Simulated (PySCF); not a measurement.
A GIAO shielding run with PySCF (density fitting, non-relativistic, gas phase) on `C[Si]1(C)C[C@H](C#N)CO1`, C₆H₁₁NOSi:

```
$ OMP_NUM_THREADS=1 python probes_run.py task.json out

{"job": {"kind": "nmr", "xc": "PBE0", "basis": "pcSseg-1"}, "charge": 0, "multiplicity": 1}
C     -2.313807     0.701137     0.866761
Si    -0.791833    -0.082798     0.048595
C     -1.237091    -1.238418    -1.388805
C      0.578657     1.189937    -0.370909
C      1.833050     0.451416     0.113694
C      2.302361    -0.424125    -0.930831
N      2.659286    -1.119333    -1.765777
C      1.420743    -0.393847     1.337424
O      0.122925    -0.882697     1.165697
H     -2.896867     1.261509     0.144849
H     -2.047765     1.373004     1.676901
H     -2.956426    -0.070278     1.276443
H     -0.352332    -1.593273    -1.910294
H     -1.874892    -0.740663    -2.111263
H     -1.774518    -2.107417    -1.021911
H      0.667481     1.453347    -1.421922
H      0.461332     2.116296     0.190852
H      2.650064     1.130652     0.380750
H      1.449759     0.230667     2.238216
H      2.094723    -1.244437     1.478491
```

Hardware: 1 thread of an Arm Neoverse V1, shared host. The job also computes population analyses, field gradients, ring-centre shieldings.

**Question.** How large is the calculation?

**Answer.** 76 electrons, 215 basis functions and 1130 auxiliary functions.

**Question.** How long does it take, and how much memory does it need?

**Answer.** 49 s of wall time, with 14 SCF cycles and 5 response iterations; peak memory 1 GiB. Times on a shared host scatter by some tens of per cent.
